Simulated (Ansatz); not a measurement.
pentafluorobenzenesulfonate, `O=S(=O)([O-])c1c(F)c(F)c(F)c(F)c1F`, 15 atoms. Hardware: 4 threads of Arm Neoverse V1 on a shared host.

Correlated methods freeze 19 core orbitals.

Task: How many basis functions does each of these Ansatz runs have, and roughly what does it cost? PBE-D4/def2-SVP, charge 0 doublet, relaxation, 7 steps; r2SCAN-D4/def2-SVP, charge -1 singlet, energy and forces, from earlier orbitals; PBE-D4/def2-SVPD, charge -1 singlet, energy, from earlier orbitals; PBE-D4/def2-SVP, charge 0 doublet at the geometry of the charge -1 singlet, energy, from earlier orbitals; PBE0-D4/def2-SVP, charge -1 singlet, energy, from earlier orbitals; PBE-D4/def2-SVP, charge 0 doublet, energy, from earlier orbitals; MP2/def2-SVPD, charge -1 singlet, energy, from earlier orbitals; PBE0-D4/def2-SVP, charge 0 doublet at the geometry of the charge -1 singlet, energy; PBE-D4/def2-SVP, charge -1 triplet at the geometry of the charge -1 singlet, energy, from earlier orbitals; PBE-D4/def2-SVP, charge -1 singlet, energy and forces, from earlier orbitals; PBE-D4/def2-SVP, charge -1 singlet, relaxation, 5 steps; PBE0-D4/def2-SVP, charge -1 triplet at the geometry of the charge -1 singlet, energy.

Result: Other jobs shared the machine, so times can vary by a factor of up to 3. A dash marks memory too small to be measured apart from the calling script's.

| run | functions | fitting or Cholesky vectors | wall time | peak host memory (GiB) |
| --- | --- | --- | --- | --- |
| PBE-D4/def2-SVP, charge -1 singlet, energy and forces, from earlier orbitals | 214 | 2322 | 4.8 s | – |
| PBE0-D4/def2-SVP, charge -1 singlet, energy, from earlier orbitals | 214 | 2068 | 6.5 s | 0.74 |
| r2SCAN-D4/def2-SVP, charge -1 singlet, energy and forces, from earlier orbitals | 214 | 2322 | 10 s | – |
| PBE-D4/def2-SVP, charge 0 doublet at the geometry of the charge -1 singlet, energy, from earlier orbitals | 214 | 2322 | 11 s | – |
| PBE-D4/def2-SVPD, charge -1 singlet, energy, from earlier orbitals | 331 | 2764 | 11 s | 0.81 |
| PBE-D4/def2-SVP, charge 0 doublet, energy, from earlier orbitals | 214 | 2322 | 12 s | – |
| PBE-D4/def2-SVP, charge -1 triplet at the geometry of the charge -1 singlet, energy, from earlier orbitals | 214 | 2322 | 12 s | – |
| PBE-D4/def2-SVP, charge -1 singlet, relaxation, 5 steps | 214 | 2322 | 16 s | – |
| PBE0-D4/def2-SVP, charge -1 triplet at the geometry of the charge -1 singlet, energy | 214 | 2068 | 19 s | 1.2 |
| PBE0-D4/def2-SVP, charge 0 doublet at the geometry of the charge -1 singlet, energy | 214 | 2068 | 28 s | 1.3 |
| MP2/def2-SVPD, charge -1 singlet, energy, from earlier orbitals | 331 | 3225 | 31 s | 2 |
| PBE-D4/def2-SVP, charge 0 doublet, relaxation, 7 steps | 214 | 2322 | 45 s | – |
